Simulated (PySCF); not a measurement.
Does the answer move with the share of exact exchange?

Compound: C4H4N2Si.
SMILES: `N(=C)[Si@H](C#C)C#N`

Torsions of this conformer, `[CH:1]#[C:2][Si@H:3]([C:4]#[N:5])[N:6]=[CH2:7]`: C2–Si3–N6–C7 -2°.

PySCF, def2-SVPD basis, density fitting, gas phase, PBE0-D3(BJ)/def2-SVP geometry; singlet excitations by full TDDFT with frozen cores, triplets by Tamm–Dancoff TDDFT and ionisation energies by ΔSCF, from the lowest of the holes tried. One functional is left out:

```csv
functional,exact exchange (%),HOMO energy (eV),LUMO energy (eV),lowest singlet excitation (eV),lowest triplet excitation (eV),dipole moment (D),mean polarisability (au),vertical ionisation energy (eV)
LDA,0,-6.57,-3.03,3.79,3.31,4.986,84.5,9.81
PBE,0,-6.46,-2.78,3.90,3.33,4.869,83.6,9.61
B3LYP,20,-7.63,-1.91,4.10,3.52,5.065,80.8,9.90
BHandHLYP,50,-9.21,-0.47,4.34,3.71,5.286,77.8,9.88
```

Question: Predict the row of PBE0 (25 % exact exchange) by straight lines through the other rows, and check it.

Answer: 
```json
{"property": "HOMO energy (eV)", "line": "-7.87", "computed": "-7.86", "computed − line": "+0.01", "B3LYP (20 %), for comparison": "-7.63"}
{"property": "LUMO energy (eV)", "line": "-1.68", "computed": "-1.67", "computed − line": "+0.01", "B3LYP (20 %), for comparison": "-1.91"}
{"property": "lowest singlet excitation (eV)", "line": "4.11", "computed": "4.13", "computed − line": "+0.02", "B3LYP (20 %), for comparison": "4.10"}
{"property": "lowest triplet excitation (eV)", "line": "3.53", "computed": "3.50", "computed − line": "-0.03", "B3LYP (20 %), for comparison": "3.52"}
{"property": "dipole moment (D)", "line": "5.105", "computed": "5.074", "computed − line": "-0.031", "B3LYP (20 %), for comparison": "5.065"}
{"property": "mean polarisability (au)", "line": "80.7", "computed": "80.1", "computed − line": "-0.6", "B3LYP (20 %), for comparison": "80.8"}
{"property": "vertical ionisation energy (eV)", "line": "9.83", "computed": "9.88", "computed − line": "+0.05", "B3LYP (20 %), for comparison": "9.90"}
```

Question: Which of these properties follows the share of exact exchange most closely, and which least?

Answer: Most closely the HOMO energy, least the vertical ionisation energy; the correlations over the tabulated rows are HOMO energy -0.999, LUMO energy 0.996, lowest triplet excitation 0.992, mean polarisability -0.985, lowest singlet excitation 0.976, dipole moment 0.962, vertical ionisation energy 0.639. The HOMO energy moves by -0.540 eV for every 10 %. Functionals with the same share still differ in their other parts: at 0 % LDA and PBE differ by 0.11 eV in it.
